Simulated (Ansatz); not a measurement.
A structure relaxed at PBE-D4/def2-SVP in Ansatz, charge 0, doublet:

```csv
atom,x (Å),y (Å),z (Å)
Tl1,0.039,0.081,0.228
Tl2,-0.378,-0.716,-2.679
Tl3,-0.181,1.448,3.163
H4,0.893,-0.078,2.014
H5,1.380,-0.376,-1.089
H6,-0.797,1.077,-1.247
H7,-0.956,-1.435,-0.390
```

Q: Give its formula.

A: Tl₃H₄.

Q: Summarise the bond lengths by kind (pairs closer than 1.2 times the sum of covalent radii, bridged metal pairs left out).

A: 2 × Tl–Tl 3.04 to 3.25 Å; 4 × H–Tl 1.92 to 1.99 Å.

In the def2 sets Tl takes a core potential; there is no spin–orbit coupling. The relaxation made no stability test and no search for a lower SCF solution. Another isomer (doublet) lies 0.54 eV lower at PBE0-D4/def2-TZVP; other spin states weren't run for this one.
